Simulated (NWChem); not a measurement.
Correlation energy of OPb

```xyz
2

Pb     0.0000     0.0000     0.1746
O      0.0000     0.0000    -1.7900
```
Charge 0, spin multiplicity 1.

The numbers come from NWChem runs, not from measurements. Structure: optimised with PBE/def2-SVP with def2 effective core potentials on Pb, a minimum by its harmonic frequencies.

Basis set: def2-TZVP. Each correlation energy counts from its own Hartree-Fock reference.

```json
[
 {"method": "MP2", "correlation energy (mHa)": "-669.3", "difference from CCSD(T)": "-22.2"},
 {"method": "SCS-MP2", "correlation energy (mHa)": "-614.5", "difference from CCSD(T)": "+32.6"},
 {"method": "CR-CCSD[T]", "correlation energy (mHa)": "-645.2", "difference from CCSD(T)": "+1.9"},
 {"method": "CR-CCSD(T)", "correlation energy (mHa)": "-638.3", "difference from CCSD(T)": "+8.8"},
 {"method": "CCSD", "correlation energy (mHa)": "-616.0", "difference from CCSD(T)": "+31.1"},
 {"method": "CCSD+T(CCSD)", "correlation energy (mHa)": "-657.5", "difference from CCSD(T)": "-10.4"},
 {"method": "CCSD(T)", "correlation energy (mHa)": "-647.1", "difference from CCSD(T)": "0.0"}
]
```

The values span 54.8 mHa, from MP2 (lowest) to SCS-MP2 (highest). 

Effective core potentials replace the inner electrons of Pb; spin-orbit coupling is left out. The correlated methods keep 5 core orbitals frozen. The structure started from a generated list of species. Coupled-cluster values serve here as a point of comparison, not as the truth.
